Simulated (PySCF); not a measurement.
Gas-phase reaction: In(CH3)3.NH3 ⇌ In(CH3)3 + NH3

Energies from PySCF, thermal terms from the rigid-rotor harmonic-oscillator model, ideal gas at 1 bar. † marks an energy on the PBE0/def2-TZVP geometry and frequencies. MP2 and CCSD(T) freeze the core. All species are closed-shell singlets. In: scalar-relativistic def2 core potential, no spin-orbit coupling. Adducts (In(CH3)3.NH3) have no counterpoise correction, and HF, PBE, BLYP, B3LYP and PBE0 lack dispersion. In(CH3)3.NH3: computed as isolated molecules; such fragments, hydroxides, amides, oligomers or adducts are transient or little studied in the gas. MP2 isn't extrapolated to the basis-set limit. CCSD(T) isn't extrapolated to the basis-set limit.

ωB97X-V/def2-TZVP† gives ΔH°(298 K) = 61 kJ.

Task: What do M06-2X/def2-TZVP†, MP2/def2-SVP†, CCSD(T)/def2-SVP† give?

Result: M06-2X/def2-TZVP†: 67 kJ; MP2/def2-SVP†: 80 kJ; CCSD(T)/def2-SVP†: 78 kJ. For scale, ΔH°(298 K) is 61 kJ at this level, 62 kJ at ωB97M-V/def2-TZVP†, and runs from 35 to 80 kJ over the 14 levels computed.
